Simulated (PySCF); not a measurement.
All of these have the formula C6H13P. Method used: PySCF, TDDFT CAM-B3LYP/def2-SVPD, vertical, gas phase, core orbitals frozen in the response. Geometries: GFN2-xTB; one conformer of each isolated species. Triplets are in the Tamm–Dancoff approximation.

A. `C=C[PH](C)(C)C=C`
B. `CCCP1CCC1`
C. `C1CCC(P)CC1`

Lowest singlet levels (six at most, fewer where fewer were computed) with oscillator strengths:

1. 5.73 eV (f 0.051); 6.34 eV (f 0.040); 6.49 eV (f 0.050); 6.89 eV (f 0.067); 7.32 eV (f 0.007); 7.38 eV (f 0.016); T1 4.65 eV
2. 5.36 eV (f 0.000); 5.39 eV (f 0.012); 6.19 eV (f 0.000); 6.31 eV (f 0.003); 6.49 eV (f 0.000); 6.88 eV (f 0.000); T1 4.54 eV
3. 6.57 eV (f 0.074); 7.17 eV (f 0.050); 7.35 eV (f 0.116); 7.80 eV (f 0.049); 7.97 eV (f 0.011); 8.13 eV (f 0.018); T1 5.50 eV

Task: Which spectrum belongs to which structure?

Result: 1 = B, 2 = A, 3 = C.
- A: S1 at 5.36 eV, HOMO→LUMO+2 (95%); Löwdin shares by element: HOMO carbon 40% or more, phosphorus 21%, hydrogen 9% or more (atoms not listed hold the other 31%); LUMO carbon 49% or more (atoms not listed hold the other 51%); HOMO -7.43 and LUMO 1.33 eV; point group C2v, 4 of its 6 listed states under f = 0.0005.
- B: S1 at 5.73 eV, HOMO→LUMO (88%); Löwdin shares by element: HOMO phosphorus 57%, carbon 28% or more; LUMO (one of a set within 0.03 eV) phosphorus 26%, carbon 24% or more, hydrogen 6% or more (atoms not listed hold the other 43%); HOMO -7.63 and LUMO 1.36 eV.
- C: S1 at 6.57 eV, HOMO→LUMO (73%), HOMO→LUMO+1 (14%); Löwdin shares by element: HOMO phosphorus 62%, carbon 15% or more, hydrogen 13% or more; LUMO carbon 19% or more, phosphorus 18% (atoms not listed hold the other 63%); HOMO -8.45 and LUMO 1.24 eV; point group Cs.
